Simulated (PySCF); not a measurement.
## Basis-set dependence of population analyses: `N#CC1=C[C@H](F)[SiH2]1`

Compound: C4H4FNSi.
Structure used (PBE0-D3(BJ)/def2-SVP), in Å, numbered top down from 1:
```xyz
11
C4H4FNSi angstrom
N      3.379   -0.692    0.572
C      2.263   -0.430    0.386
C      0.891   -0.168    0.155
C      0.247    1.025    0.127
C     -1.169    0.751   -0.306
F     -2.122    1.268    0.533
Si    -0.701   -1.119   -0.168
H      0.661    2.017    0.353
H     -1.365    1.123   -1.329
H     -0.781   -2.002   -1.368
H     -1.266   -1.798    1.029
```

PBE0 throughout (PySCF), one geometry, spherical d and f functions. Geometry: PBE0-D3(BJ)/def2-SVP; no solvent, vibrations or thermal averaging. The first 7 of 11 kinds of atom are listed.

Mulliken charges (e):

```csv
basis,functions,N1,C2,C3,C4,C5,F6,Si7
STO-3G,43,-0.191,+0.058,-0.178,-0.073,-0.111,-0.103,+0.619
6-31G,75,-0.256,+0.028,-0.268,-0.068,-0.133,-0.322,+0.760
pcSseg-0,75,-0.328,+0.020,-0.437,+0.018,-0.388,-0.364,+0.977
6-31G*,110,-0.348,+0.204,-0.118,-0.208,+0.021,-0.325,+0.466
cc-pVDZ,122,-0.119,-0.065,-0.102,+0.006,+0.092,-0.224,+0.372
def2-SVP,122,+0.029,-0.062,-0.337,-0.011,+0.061,-0.257,+0.521
aug-cc-pVDZ,201,-0.267,-0.314,+0.473,+0.322,+0.769,-0.532,-0.461
"6-311+G(2d,p)",221,-0.263,-0.812,+0.974,-0.082,-0.130,-0.270,+0.370
def2-TZVP,247,+0.009,-0.322,+0.039,-0.076,+0.041,-0.213,+0.254
cc-pVTZ,270,-0.098,-0.030,-0.141,-0.086,+0.068,-0.213,+0.307
IGLO-III,294,-0.286,-0.051,-0.041,+0.053,-0.124,-0.267,+0.785
pcSseg-2,315,-0.148,+0.080,-0.228,-0.014,+0.044,-0.283,+0.598
```

IAO charges (e):

```
        basis  functions      N1      C2      C3      C4      C5      F6     Si7
       STO-3G         43  -0.158  +0.068  -0.300  -0.106  -0.209  -0.127  +0.766
        6-31G         75  -0.218  +0.129  -0.267  -0.102  -0.092  -0.286  +0.630
     pcSseg-0         75  -0.217  +0.133  -0.287  -0.096  -0.108  -0.271  +0.638
       6-31G*        110  -0.226  +0.137  -0.302  -0.092  -0.078  -0.298  +0.749
      cc-pVDZ        122  -0.217  +0.129  -0.297  -0.097  -0.075  -0.300  +0.738
     def2-SVP        122  -0.216  +0.130  -0.301  -0.090  -0.078  -0.301  +0.755
  aug-cc-pVDZ        201  -0.232  +0.139  -0.298  -0.096  -0.075  -0.316  +0.746
6-311+G(2d,p)        221  -0.233  +0.141  -0.308  -0.095  -0.085  -0.317  +0.779
    def2-TZVP        247  -0.233  +0.140  -0.310  -0.096  -0.083  -0.316  +0.786
      cc-pVTZ        270  -0.230  +0.139  -0.306  -0.097  -0.080  -0.313  +0.771
     IGLO-III        294  -0.234  +0.141  -0.310  -0.096  -0.085  -0.317  +0.787
     pcSseg-2        315  -0.234  +0.141  -0.309  -0.096  -0.084  -0.317  +0.784
```

Hirshfeld charges (e):

| basis | functions | N1 | C2 | C3 | C4 | C5 | F6 | Si7 |
| --- | --- | --- | --- | --- | --- | --- | --- | --- |
| STO-3G | 43 | -0.172 | +0.030 | -0.075 | -0.022 | +0.002 | -0.074 | +0.391 |
| 6-31G | 75 | -0.200 | +0.065 | -0.070 | -0.008 | -0.010 | -0.125 | +0.333 |
| pcSseg-0 | 75 | -0.196 | +0.055 | -0.071 | -0.008 | -0.009 | -0.126 | +0.358 |
| 6-31G* | 110 | -0.211 | +0.070 | -0.067 | +0.001 | -0.014 | -0.114 | +0.331 |
| cc-pVDZ | 122 | -0.198 | +0.062 | -0.070 | -0.006 | -0.022 | -0.105 | +0.351 |
| def2-SVP | 122 | -0.204 | +0.067 | -0.071 | -0.005 | -0.020 | -0.114 | +0.358 |
| aug-cc-pVDZ | 201 | -0.210 | +0.069 | -0.078 | -0.013 | -0.031 | -0.118 | +0.370 |
| 6-311+G(2d,p) | 221 | -0.212 | +0.068 | -0.080 | -0.010 | -0.028 | -0.123 | +0.373 |
| def2-TZVP | 247 | -0.212 | +0.069 | -0.076 | -0.008 | -0.029 | -0.118 | +0.365 |
| cc-pVTZ | 270 | -0.211 | +0.069 | -0.074 | -0.008 | -0.027 | -0.114 | +0.360 |
| IGLO-III | 294 | -0.213 | +0.067 | -0.075 | -0.011 | -0.029 | -0.121 | +0.367 |
| pcSseg-2 | 315 | -0.213 | +0.071 | -0.078 | -0.010 | -0.031 | -0.119 | +0.370 |

ESP-fitted charges (e):

```tsv
basis	functions	N1	C2	C3	C4	C5	F6	Si7
STO-3G	43	-0.400	+0.389	-0.248	-0.049	-0.043	-0.095	+0.418
6-31G	75	-0.492	+0.545	-0.372	-0.082	+0.058	-0.232	+0.442
pcSseg-0	75	-0.521	+0.619	-0.518	-0.012	-0.038	-0.225	+0.565
6-31G*	110	-0.434	+0.412	-0.261	-0.070	-0.036	-0.164	+0.404
cc-pVDZ	122	-0.404	+0.365	-0.226	-0.074	+0.006	-0.177	+0.361
def2-SVP	122	-0.433	+0.424	-0.292	-0.056	+0.004	-0.189	+0.408
aug-cc-pVDZ	201	-0.448	+0.405	-0.202	-0.127	+0.045	-0.205	+0.362
6-311+G(2d,p)	221	-0.442	+0.389	-0.189	-0.130	+0.040	-0.208	+0.362
def2-TZVP	247	-0.438	+0.382	-0.182	-0.127	+0.033	-0.197	+0.363
cc-pVTZ	270	-0.430	+0.376	-0.196	-0.106	+0.008	-0.185	+0.379
IGLO-III	294	-0.443	+0.391	-0.190	-0.124	+0.032	-0.201	+0.368
pcSseg-2	315	-0.451	+0.408	-0.211	-0.126	+0.052	-0.211	+0.385
```

Q: Which scheme is steadiest as the basis changes?

A: Largest range over the bases for any column: Hirshfeld 0.06 e, IAO 0.19 e, ESP-fitted 0.34 e, Mulliken 1.44 e. Hirshfeld charges move least and Mulliken charges most, counted in e. Without the minimal STO-3G basis the ranges are Hirshfeld 0.04, IAO 0.16, ESP-fitted 0.34, Mulliken 1.44 e.

Q: How much do the charges still move between the two largest bases, IGLO-III and pcSseg-2?

A: At most, over all atoms: Mulliken 0.187 e, IAO 0.002 e, Hirshfeld 0.005 e, ESP-fitted 0.021 e.

Q: What do the same runs give for the total energy, the frontier levels and the dipole moment?

A: 
| basis | energy (Eh) | HOMO (eV) | LUMO (eV) | μ (D) |
| --- | --- | --- | --- | --- |
| STO-3G | -591.0192 | -5.11 | 1.28 | 3.34 |
| 6-31G | -598.2415 | -8.24 | -1.84 | 3.20 |
| pcSseg-0 | -597.3252 | -8.51 | -2.15 | 3.37 |
| 6-31G* | -598.3555 | -8.14 | -1.81 | 3.32 |
| cc-pVDZ | -598.3963 | -8.21 | -1.92 | 3.14 |
| def2-SVP | -598.0577 | -8.31 | -2.02 | 3.21 |
| aug-cc-pVDZ | -598.4191 | -8.39 | -2.16 | 3.30 |
| 6-311+G(2d,p) | -598.4825 | -8.42 | -2.19 | 3.29 |
| def2-TZVP | -598.5118 | -8.38 | -2.14 | 3.31 |
| cc-pVTZ | -598.5005 | -8.34 | -2.09 | 3.28 |
| IGLO-III | -598.5165 | -8.41 | -2.18 | 3.32 |
| pcSseg-2 | -598.5158 | -8.41 | -2.18 | 3.33 |

The dipole is fixed by the density alone, so its range of 0.23 D shows that the density itself changes with the basis, not only its division among atoms.
